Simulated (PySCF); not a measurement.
An isoelectronic set: 62 electrons

CCSD(T) in PySCF with def2-SVP on every atom (core potentials on Cd, Sn, Sb, Cs), for the lowest determinant that a PBE0 search found; no spin–orbit coupling. All have 62 electrons, 6 of them in the valence shells, and the same state, a triplet (π ↑↑). For ions De leads to the atom and ion picked by measured ionisation energies and electron affinities.

```tsv
species	difference of nuclear charges	Re (Å)	ωe (cm⁻¹)	k (mdyn/Å)	De (eV)	dissociates to
CdSi	34	2.604	214	0.608	0.53	Cd + Si
MgSn	38	2.819	213	0.533	0.69	Mg + Sn
NaSb	40	3.000	189	0.405	0.83	Na + Sb
CdP⁺	33	2.548	251	0.903	1.39	Cd⁺ + P
CsO⁺	47	3.368	110	0.101	0.20	Cs⁺ + O
```

Task: Which member of the whole set has the stiffest bond, and how does it compare with the softest?

Result: CdP⁺ with k = 0.903 mdyn/Å, 8.9 times that of CsO⁺.

Correlated steps freeze the inner cores (1 to 5 orbitals); shallow outer-core shells are correlated. UHF and ROHF references stand side by side, which adds small steps between rows. Weak bonds: CsO⁺. Basis-set superposition, not corrected here, can be much of De in a small basis, most of all at correlated wavefunction levels. These are scalar-relativistic numbers at best; spin–orbit coupling would shift them, the dissociation energy most. For an ion De counts to the pair picked by the measured ionisation energies or electron affinities, which need not be the lowest pair at this level. States were picked by a PBE0 search and need not be the measured ground states.
